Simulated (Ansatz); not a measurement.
Born–Oppenheimer molecular dynamics of BClF3H (6 atoms, charge 0, multiplicity 1). It starts from a rough guess of a transition structure, not a stationary point.

These are results of UKS PBE/STO-3G in Ansatz, not measurements.

```json
{"ensemble": "NVE (velocity Verlet)", "time step": "0.5 fs", "steps asked": "150", "starting velocities drawn for": "100 K", "seed": "804368"}
```

Frames 5 fs apart, positions in Å, forces in eV/Å.

Velocities at 15.0 fs (Å/ps):

```
B -4.34 1.08 3.23
Cl -2.58 0.91 1.14
F 2.24 0.95 -1.62
F 1.38 -0.05 0.85
H -36.67 1.72 4.49
F 5.61 -3.30 -3.43
```

```xyz
6
Properties=species:S:1:pos:R:3:forces:R:3 time_fs=15.0 energy_less_start_eV=-0.118 T=327
B -0.355 -0.363 -0.096 -2.66 -0.79 -0.59
Cl 1.614 -0.046 -0.658 0.19 0.09 0.22
F -1.248 -0.165 -1.126 1.35 0.07 1.03
F -0.578 -1.457 0.683 0.75 0.94 -0.37
H 0.874 0.991 0.451 -1.32 0.09 0.26
F -0.242 0.970 0.784 1.69 -0.41 -0.56
6
Properties=species:S:1:pos:R:3:forces:R:3 time_fs=20.0 energy_less_start_eV=-0.169 T=426
B -0.400 -0.370 -0.090 -0.47 -0.92 -0.84
Cl 1.601 -0.041 -0.652 -0.07 -0.06 0.10
F -1.230 -0.159 -1.128 0.30 0.20 0.37
F -0.567 -1.452 0.685 0.27 0.44 0.06
H 0.738 1.027 0.453 2.63 0.22 -0.89
F -0.214 0.952 0.768 -2.66 0.12 1.20
6
Properties=species:S:1:pos:R:3:forces:R:3 time_fs=25.0 energy_less_start_eV=-0.091 T=276
B -0.457 -0.391 -0.097 1.40 1.38 1.55
Cl 1.589 -0.037 -0.645 1.05 -0.15 -0.53
F -1.208 -0.151 -1.127 -1.23 0.25 -1.51
F -0.552 -1.442 0.689 -0.10 -0.79 0.49
H 0.922 1.065 0.332 -1.85 -0.84 0.40
F -0.205 0.936 0.760 0.73 0.15 -0.40
6
Properties=species:S:1:pos:R:3:forces:R:3 time_fs=30.0 energy_less_start_eV=-0.180 T=444
B -0.486 -0.388 -0.076 1.19 0.97 0.44
Cl 1.584 -0.034 -0.642 1.18 -0.61 -0.92
F -1.200 -0.140 -1.142 -1.06 0.07 -0.89
F -0.539 -1.441 0.698 -0.36 -0.97 0.62
H 0.789 0.956 0.286 0.62 0.42 0.19
F -0.192 0.922 0.751 -1.57 0.12 0.56
6
Properties=species:S:1:pos:R:3:forces:R:3 time_fs=35.0 energy_less_start_eV=-0.180 T=444
B -0.491 -0.364 -0.046 -0.28 -0.02 -0.95
Cl 1.586 -0.034 -0.645 1.37 -0.62 -0.97
F -1.205 -0.129 -1.167 0.04 -0.34 0.93
F -0.530 -1.451 0.714 -0.38 -0.08 -0.01
H 0.798 0.922 0.266 0.59 0.66 0.34
F -0.198 0.911 0.749 -1.34 0.40 0.67
6
Properties=species:S:1:pos:R:3:forces:R:3 time_fs=40.0 energy_less_start_eV=-0.057 T=209
B -0.500 -0.339 -0.034 -0.57 -0.45 -0.45
Cl 1.597 -0.039 -0.654 1.36 0.08 -0.48
F -1.210 -0.122 -1.182 0.46 -0.49 1.52
F -0.526 -1.462 0.730 -0.34 0.97 -0.86
H 0.967 1.011 0.290 -1.46 -0.72 0.27
F -0.222 0.904 0.756 0.55 0.62 0.00
6
Properties=species:S:1:pos:R:3:forces:R:3 time_fs=45.0 energy_less_start_eV=-0.179 T=443
B -0.520 -0.327 -0.033 0.04 -1.92 -0.56
Cl 1.617 -0.043 -0.666 0.22 0.44 0.31
F -1.209 -0.120 -1.178 0.12 -0.31 1.22
F -0.527 -1.461 0.736 -0.43 1.46 -1.08
H 0.845 0.963 0.374 0.08 -0.54 -0.43
F -0.242 0.905 0.764 -0.03 0.87 0.54
6
Properties=species:S:1:pos:R:3:forces:R:3 time_fs=50.0 energy_less_start_eV=-0.195 T=475
B -0.540 -0.352 -0.043 0.31 -0.55 0.19
Cl 1.639 -0.045 -0.676 -0.13 0.08 0.30
F -1.208 -0.122 -1.160 -0.53 -0.19 0.01
F -0.532 -1.443 0.729 -0.40 0.23 -0.41
H 0.768 0.806 0.365 1.20 0.65 -0.14
F -0.263 0.916 0.779 -0.45 -0.22 0.04
6
Properties=species:S:1:pos:R:3:forces:R:3 time_fs=55.0 energy_less_start_eV=-0.062 T=220
B -0.552 -0.385 -0.048 0.64 2.94 0.89
Cl 1.661 -0.046 -0.685 0.27 -0.09 0.06
F -1.213 -0.127 -1.142 -0.91 -0.19 -1.08
F -0.543 -1.424 0.718 -0.23 -1.95 0.84
H 0.902 0.787 0.337 -1.10 0.69 0.57
F -0.288 0.923 0.793 1.32 -1.41 -1.29
6
Properties=species:S:1:pos:R:3:forces:R:3 time_fs=60.0 energy_less_start_eV=-0.164 T=414
B -0.551 -0.362 -0.037 0.88 1.31 0.05
Cl 1.684 -0.047 -0.692 -0.88 0.69 1.04
F -1.229 -0.135 -1.135 -0.68 -0.02 -0.67
F -0.557 -1.426 0.715 -0.20 -1.27 0.62
H 0.837 0.902 0.402 -0.28 -0.42 -0.44
F -0.298 0.916 0.793 1.16 -0.29 -0.59
6
Properties=species:S:1:pos:R:3:forces:R:3 time_fs=65.0 energy_less_start_eV=-0.079 T=251
B -0.532 -0.315 -0.025 -0.20 -2.42 -0.73
Cl 1.701 -0.044 -0.693 -1.43 0.89 1.16
F -1.253 -0.142 -1.137 0.09 0.11 0.39
F -0.573 -1.442 0.720 -0.04 0.85 -0.50
H 0.740 0.950 0.377 1.42 -0.34 -0.71
F -0.295 0.904 0.786 0.16 0.91 0.39
6
Properties=species:S:1:pos:R:3:forces:R:3 time_fs=70.0 energy_less_start_eV=-0.151 T=390
B -0.519 -0.312 -0.025 -1.71 -1.58 0.23
Cl 1.709 -0.035 -0.687 -0.35 0.51 0.34
F -1.276 -0.149 -1.134 0.72 -0.03 0.71
F -0.589 -1.450 0.719 0.26 1.04 -0.80
H 0.885 0.911 0.215 -0.33 -0.05 0.44
F -0.286 0.902 0.781 1.42 0.11 -0.92
```

Of the whole run (75 fs, mean temperature of the second half 338 K): The conserved energy stayed within 0.42 meV per atom of its start (net change -0.083 meV per atom), so the integration is sound. The system heated up, since it started high on the potential surface and ran downhill. A run of 0.075 ps of so small a system gives no equilibrium averages. The orbitals stay closed-shell, which can raise the energy where a bond breaks towards radicals; this wasn't checked here. Limits of this set-up: minimal basis.

Time of the run: 3.7 min on 1 thread of Arm Neoverse V2 (shared host), peak memory 0.1 GiB.
